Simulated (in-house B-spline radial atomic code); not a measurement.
Configurations of Ni II (Ni+), with energies counted from [Ar] 3d9. Method: scalar-relativistic (X2C) PBE0, spin-polarised, spherical fractional occupations, exact exchange averaged over the configuration, Fermi nucleus of rms radius 3.7757 fm. Calculated with a radial B-spline atomic code at the basis-set limit. Shells without spins written out take the highest spin.

Occupations are held fixed; configurations that lie above the ionisation limit could autoionise.

| configuration | E - E(ref) (eV) | highest orbital | its <r> (bohr) |
| --- | --- | --- | --- |
| [Ar] 3d8 4s1 | 1.3693 | 4s up | 2.535 |
| [Ar] 3d8 4f1 | 15.267 | 4f up | 8.674 |
| [Ne] 3s2 3p5 3d9 4s1 | 65.589 | 4s up | 2.523 |
| [Ne] 3s2 3p5 3d9 4d1 | 77.052 | 4d up | 5.424 |

**Question.** Order these further configurations by energy, lowest first.
A. [Ne] 3s2 3p5 3d9 4p1
B. [Ne] 3s2 3p5 3d9 4f1
C. [Ne] 3s2 3p5 3d10
D. [Ar] 3d8 4p1
E. [Ar] 3d8 4d1

**Answer.** D (7.0597 eV), E (12.774 eV), C (63.757 eV), A (71.317 eV), B (79.56 eV).
